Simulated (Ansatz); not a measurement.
`[Br][Sn]([Br])([Br])[Br]` and `[Br][SnH]([Br])[Br]` differ in one atom or group.

Ansatz, PBE0-D4/def2-TZVP geometries, multiplicity 1. 

Elements past krypton have def2 core potentials. Scalar relativity is left out up to krypton.

| property | `[Br][Sn]([Br])([Br])[Br]` |
| --- | --- |
| size of the dipole moment (ωB97M-V/def2-TZVPP) / D | 0.00 |
| HOMO–LUMO gap (ωB97M-V/def2-TZVPP) / eV | 9.60 |
| LUMO energy (ωB97M-V/def2-TZVPP) / eV | -1.54 |
| zero-point energy (PBE0-D4/def2-TZVP) / kJ/mol | 8.6 |
| HOMO–LUMO gap (B3LYP/def2-TZVPP) / eV | 4.92 |
| HOMO–LUMO gap (PBE/def2-TZVPP) / eV | 3.38 |

Q: What does the change do to each property? (An estimate is asked.)

A: The calculation gave: 
```csv
property,`[Br][SnH]([Br])[Br]`,shift
size of the dipole moment (ωB97M-V/def2-TZVPP) / D,1.63,1.63
HOMO–LUMO gap (ωB97M-V/def2-TZVPP) / eV,10.21,0.61
LUMO energy (ωB97M-V/def2-TZVPP) / eV,-0.67,0.87
zero-point energy (PBE0-D4/def2-TZVP) / kJ/mol,24.6,16.0
HOMO–LUMO gap (B3LYP/def2-TZVPP) / eV,5.51,0.59
HOMO–LUMO gap (PBE/def2-TZVPP) / eV,3.95,0.57
```

With PBE0 the HOMO rises by 0.25 eV and the LUMO rises by 0.85 eV, so the gap widens by about 0.60 eV. PBE moves the HOMO by 0.22 eV and ωB97M-V by 0.25 eV.

B3LYP here is the variant with VWN-RPA as its local correlation; programs differ in this.

Spin–orbit coupling is left out; it splits and shifts lone-pair levels of the heavy atoms by tenths of an eV.
